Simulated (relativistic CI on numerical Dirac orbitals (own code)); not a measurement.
**Xe²⁺: what numerical and physical settings do to a radial Dirac CI calculation**

Reference input:

```
atom Xe  Z=54  charge=2  electrons=52
nucleus A=132  rms_radius_fm=4.7859
hamiltonian dirac-coulomb  breit=on  qed=on  c_scale=1
orbitals kli  potential=per-configuration
slater_scale 1
correlation none
mixing on
grid step=0.0125 r_max=67.1
scf mixing=0.4 start=green max_iterations=150 tolerance=2e-08 node_fill=0.05
configurations
  [Kr] 4d10 5s2 5p4
  [Kr] 4d10 5s 5p5
end
```

Computed lowest total energy -7436.11636 Ha, first excitation 8882.9 cm⁻¹, 22 SCF steps. Runs with settings changed; * marks those that are bad on purpose (the QED terms keep the true α when c is scaled):

```
                                                                Changed        Outcome  Lowest level    ΔE (Ha)  First excitation (cm⁻¹)  SCF steps                                                                                      Message
speed of light × 2, Slater scale 0.5, node fill of the KLI weights 0.01      converged    5s²5p⁴ ³P2        159                   2034.9         22                                                                                             
                  grid step 0.008, start potential bare, SCF mixing 0.2      converged    5s²5p⁴ ³P2  -9.07e-05                   8882.9         51                                                                                             
                                      iteration limit 20, QED terms off      converged    5s²5p⁴ ³P2      -3.85                   8873.9         22                                                                                             
SCF mixing 0.7, nuclear radius 6.2217 fm, end of the grid at 201.3 bohr      converged    5s²5p⁴ ³P2       0.16                   8882.8         20                                                                                             
                                                             charge 3 *        refused                                                            0                             configuration [Kr] 4d10 5s2 5p4 has 52 electrons, the ion has 51
                                         end of the grid at 2.01 bohr *  not converged                                                            1  SCF of 1s2 2s2 2p6 3s2 3p6 3d10 4s2 4p6 4d10 5s2 5p4 stopped: an orbital could not be found
```

With so few configurations and no correlation, terms lie too far apart (by 10 to 50 % near neutrality), their order can be wrong, and levels of other configurations are missing.
